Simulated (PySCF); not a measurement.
# Working out the electron affinity of Bi

Bi⁻ [Xe] 4f14 5d10 6s2 6p4 (3P) → Bi [Xe] 4f14 5d10 6s2 6p3 (4S). Calculation: PySCF 2.14, in aug-cc-pVTZ-PP with ECP60MDF (6s5p4d2f, 55 functions); scalar relativity through the core potential. Frozen: 5s2 5p6 5d10. Energies in hartree (1 hartree = 27.21139 eV):

```tsv
part	Bi⁻ (lower)	Bi (upper)
UHF	-213.587194	-213.594298
CCSD correlation	-0.089915	-0.060980
(T)	-0.003738	-0.001779
```

What does Hartree-Fock give?

(-213.594298) − (-213.587194) = -0.007104 hartree = -0.193 eV.

What do CCSD and CCSD(T) give?

The CCSD correlation energies differ by 0.028935 hartree = 0.787 eV and the triples by 0.001959 hartree = 0.053 eV, so CCSD gives 0.594 eV and CCSD(T) 0.647 eV.

Reference: 0.942 eV (measured; photodetachment measurements, as compiled on the Wikipedia data page of electron affinities), between the lowest levels; spin-orbit coupling is absent from the calculation.

What remains against the reference includes basis incompleteness, the frozen core and higher excitations.
